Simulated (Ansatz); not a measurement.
These are frozen-core CCSD(T)/def2-TZVPP // B3LYP-D3(BJ)/def2-TZVP run with Ansatz (an electronic-structure program) values and carry that method's errors.

Ansatz 0.2 input:
```yaml
crystal:
  periodic: [false, false, false]
  atoms:
    - { symbol: Se, position_ang: [0.73738, -0.000004, -0.000003] }
    - { symbol: H, position_ang: [-0.73738, 0.000004, 0.000003] }
basis:
  gaussian: { orbitals: def2-TZVPP }
correlation:
  method: ccsd_t
magnetization:
  spin_polarized: true
  initial_magnetization: 1
```

Output:

```
Functional definition: HF
399 factors; integrals over basis functions are off by at most 1.7e-3 eV
mean field evaluation 1: about -65318.1106 eV, gradient 6.1e0 eV
mean field evaluation 2: about -65318.1110 eV, gradient 6.1e0 eV
mean field evaluation 4: about -65318.4762 eV, gradient 7.6e-1 eV
mean field evaluation 8: about -65318.4823 eV, gradient 1.0e-3 eV
mean field evaluation 16: about -65317.6916 eV, gradient 8.3e0 eV
mean field evaluation 32: about -65318.4818 eV, gradient 1.7e-1 eV
mean field -65318.48231532 eV, -2400.4099506306 hartree, gradient 7.2e-6 eV, S^2 0.761429; 2 other end points of the search recorded, 0 dependent functions left out
9 core orbitals not correlated
reference -65318.48231532 eV, -2400.4099506306 hartree; 9, 8 occupied and 44, 45 virtual orbitals, 399 factors
second order -6.76047437 eV of doubles, -0.00000000 eV of singles
cycle   1  -6.91295943 eV  change   -1.5e-1 eV  update   5.2e-2
cycle   2  -7.12552234 eV  change   -2.1e-1 eV  update   1.6e-2
cycle   3  -7.13189509 eV  change   -6.4e-3 eV  update   5.7e-3
cycle   4  -7.13287355 eV  change   -9.8e-4 eV  update   1.6e-3
cycle   5  -7.13282167 eV  change    5.2e-5 eV  update   3.9e-4
cycle   6  -7.13272223 eV  change    9.9e-5 eV  update   1.4e-4
cycle   7  -7.13277312 eV  change   -5.1e-5 eV  update   4.9e-5
cycle   8  -7.13277669 eV  change   -3.6e-6 eV  update   1.6e-5
perturbative correction -0.21634047 eV, -0.0079503657 hartree
Total energy: -65325.83143249 eV, -2400.6800257049 hartree
```

Cost: roughly 3 core-seconds.
